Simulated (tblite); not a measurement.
C10H16.
Geometry (GFN2-xTB, Å), atoms numbered from 1 in this order:
```
atom  x, y, z in Å
C1    -2.8879   -0.4514    0.4251
C2    -2.5510    0.9685   -0.0166
C3    -1.4791    0.7442   -1.0793
C4    -0.6329   -0.4309   -0.5485
C5     0.6619    0.0561    0.0622
C6     1.8047   -0.9079    0.1827
C7     2.9299   -0.2651    0.9837
C8     2.9863    0.8810   -0.0493
C9     1.8599    0.2121   -0.8267
C10   -1.5211   -1.1343    0.5031
H11   -3.5074   -0.9335   -0.3329
H12   -3.4218   -0.4841    1.3739
H13   -2.1378    1.5305    0.8224
H14   -3.4153    1.5086   -0.4009
H15   -0.8700    1.6301   -1.2536
H16   -1.9537    0.4666   -2.0216
H17   -0.3900   -1.1172   -1.3639
H18    0.5211    0.7808    0.8577
H19    1.6836   -1.9684    0.0330
H20    2.6671    0.0230    2.0022
H21    3.8396   -0.8611    1.0079
H22    3.9266    0.9166   -0.5953
H23    2.7586    1.8773    0.3310
H24    1.7907    0.1785   -1.9018
H25   -1.5919   -2.2061    0.3232
H26   -1.0912   -0.9917    1.4955
```

Calculated harmonic vibrations of the isolated species, GFN2-xTB (tblite), most abundant isotopes, no scaling. Errors from tens to a few hundred cm⁻¹ against measured bands are possible. One conformer, not necessarily the lowest.

Harmonic wavenumbers (cm⁻¹): 29.2, 57.7, 122.3, 183.7, 247.3, 281.5, 311.4, 424.0, 447.1, 562.1, 649.8, 747.8, 798.8, 842.3, 859.9, 882.7, 890.7, 906.1, 952.1, 959.4, 968.4, 982.0, 995.4, 1026.3, 1033.7, 1048.7, 1057.5, 1073.0, 1080.6, 1100.0, 1106.9, 1109.5, 1132.8, 1149.4, 1170.0, 1177.7, 1203.6, 1215.5, 1226.5, 1227.9, 1240.0, 1258.5, 1261.5, 1280.0, 1297.5, 1306.1, 1322.4, 1323.3, 1333.9, 1447.3, 1473.0, 1487.1, 1488.4, 1491.0, 1495.0, 1507.2, 2948.0, 2970.1, 2973.0, 2978.7, 2981.8, 2985.1, 2995.2, 3003.1, 3005.8, 3009.7, 3009.7, 3011.1, 3012.3, 3020.3, 3081.5, 3090.9.

A = 3398, B = 745.4, C = 685.3 MHz; mass 136.125 u (most abundant isotopes); point group C1, symmetry number 1.

Problem. Zero-point energy?

Solution. ½Σν̃ = 51665 cm⁻¹ = 147.72 kcal/mol.

Problem. Entropy at 350 K, 1 bar (ideal gas, RRHO, classical rotation)?

Solution. Translation 41.46, rotation 30.08, vibration 31.53: S = 103.1 cal/(mol K).

Problem. And Cp and H(350 K) − H(0)?

Solution. Cp = 46.16 cal/(mol K), of which vibrations give 38.21 (their classical limit is 72 R = 143.1); H(350 K) − H(0) = 8.57 kcal/mol without the zero-point energy, 5.79 from vibrations.

Problem. Which modes carry the vibrational entropy at 350 K?

Solution. 29.2 cm⁻¹: 6.20; 57.7 cm⁻¹: 4.85; 122.3 cm⁻¹: 3.37; 183.7 cm⁻¹: 2.59; 247.3 cm⁻¹: 2.04; 281.5 cm⁻¹: 1.80 cal/(mol K); the other 66 give 10.67 together.

Problem. How do the functions run with temperature in this model?

Solution. 
```
 T (K)  S (cal/(mol K))  Cp (cal/(mol K))  H − H(0) (kcal/mol)  G − H(0) (kcal/mol)  ln q(vib)
    50             60.0              12.6                 0.51                -2.49       0.81
   100             70.0              16.7                 1.25                -5.75       1.97
298.15             96.3              38.2                 6.39               -22.34       6.34
373.15            106.1              49.7                 9.68               -29.93       8.10
   500            123.3              67.6                17.16               -44.47      11.33
   750            155.8              92.6                37.43               -79.42      18.24
  1000            184.8             108.6                62.72              -122.07      25.23
```

q(vib) and H(0) count from the zero-point level.

Problem. What must be added to the electronic energy to get the Gibbs energy at 350 K and 1 bar?

Solution. ZPE + [H(350 K) − H(0)] − T·S = 147.72 + 8.57 − 36.08 = 120.21 kcal/mol.

Problem. Blend soft modes into free rotors: weight 1/[1 + (100 cm⁻¹/ν̃)⁴] for the oscillator and the rest for a rotor with moment μB/(μ + B), μ = h/(8π²ν), B = 10⁻⁴⁴ kg m². What vibrational entropy results?

Solution. 28.25 cal/(mol K) in place of 31.53, which changes −T·S at 350 K by +1.15 kcal/mol.

Hindered rotation and anharmonicity are outside this model. Other conformers, if any are populated, would add a mixing term that is left out. The structure is chiral; the term R ln 2 for an equal mix with its mirror image is left out.

Hardware: Arm Neoverse N1, one thread, no GPU, shared host. Cost: 2.0 s of wall time. This covers the Hessian and the dipole derivatives.
